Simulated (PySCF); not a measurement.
Species: C7H5N (charge +1 and doublet state).
Geometry (GFN2-xTB, Å), atoms numbered from 1 in this order:
```
atom  x, y, z in Å
C1     3.0656    1.0215   -0.0289
C2     2.4769   -0.2010    0.0397
C3     1.1134   -0.3818   -0.0747
C4    -0.0965   -0.5759   -0.1719
C5    -1.4438   -0.8327   -0.2747
C6    -2.3722    0.1580   -0.4677
C7    -3.7375   -0.1222   -0.5685
N8    -4.8599   -0.3482   -0.6595
H9     2.4904    1.9227   -0.1801
H10    4.1353    1.1256    0.0657
H11    3.0691   -1.0975    0.1906
H12   -1.7578   -1.8691   -0.1952
H13   -2.0873    1.2011   -0.5539
```

The hyperfine couplings belong to this conformer and change with its torsions.

Identity: `[CH2+][CH]C#C/C=C/C#N` [radical] (charge +1).

Computed, not measured: PySCF, UKS B3LYP, pcH-1 on C H N, non-relativistic, mean-field spin-orbit, GIAO. Isolated species at its GFN2-xTB geometry (one conformer only). A GFN2-xTB geometry isn't a minimum of the functional, and hyperfine couplings can be far from their values at a DFT geometry, by a factor of two or more for some ions and for spin on atoms past the first row. No stability test was run, so a lower SCF solution isn't excluded. ⟨S²⟩ is 0.779 where a pure state has 0.75.

Largest spin populations (Mulliken): C1 (+0.36), C6 (+0.34), N8 (+0.21) and C4 (+0.16). Four atoms exceed +0.15.

Question: McConnell's relation a(H) = Q·ρ ties the coupling of a proton on a planar π carbon to the spin population of that carbon. What Q do the computed values give?

Answer: 
```csv
H,C,ρ(C),a(H) (G),a/ρ (G)
H9,C1,+0.360,-8.15,-22.6
H10,C1,+0.360,-8.42,-23.4
H13,C6,+0.336,-8.33,-24.8
```

A least-squares line through the origin gives Q = -23.5 G with Mulliken populations. In every row coupling and population have opposite signs.

Couplings in gauss use g_iso = 2.0034.

Hardware: one thread, Arm Neoverse V2 (aarch64), shared host with 96 logical CPUs at a one-minute load of 78. Cost: 57 s (grids of density and orbitals included), 0.92 GiB resident at most.

The SMILES draws the unpaired electron on C2; the largest computed Mulliken spin population is on C1 (0.36 against -0.02).
